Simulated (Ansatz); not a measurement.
Compare A (`[CH3][Ge]([NH2])([OH])[F]`) with its isomer B (`[NH2][GeH]([OH])[CH2]F`).

Isolated molecules relaxed with PBE0-D4/def2-TZVP in Ansatz; ΔE leaves out vibrations. CCSD(T)/CBS adds triple-zeta CCSD(T) − MP2 to the extrapolated MP2 energy (def2 sets, frozen cores). DFT in def2-TZVPP. B3LYP here is the variant with VWN-RPA as its local correlation; programs differ in this. For Ge outer-core shells are correlated without core-valence functions, which leaves a few kJ/mol of doubt a bond. Scalar relativity is left out up to krypton. One conformer a species, not always the lowest.

Which is lower in electronic energy at CCSD(T)/CBS, and by how much? (An estimate is asked.)

The calculation gave: A, by 49.9 kcal/mol.

Give E(B) − E(A) in kcal/mol with CCSD/def2-TZVPP, PBE-D4, PBE0-D4, B3LYP-D4, B3LYP, CCSD(T)/def2-TZVPP, r2SCAN-D4. (Estimate.)

Computed: CCSD/def2-TZVPP 49.9, PBE-D4 46.0, PBE0-D4 47.7, B3LYP-D4 47.5, B3LYP 47.4, CCSD(T)/def2-TZVPP 49.7, r2SCAN-D4 49.2. None reverses the order clearly.

Largest T1 diagnostic: 0.011.

From PBE to PBE0 (25 % exact exchange), in def2-TZVPP and without D4, E(B) − E(A) moves by +1.7 kcal/mol.
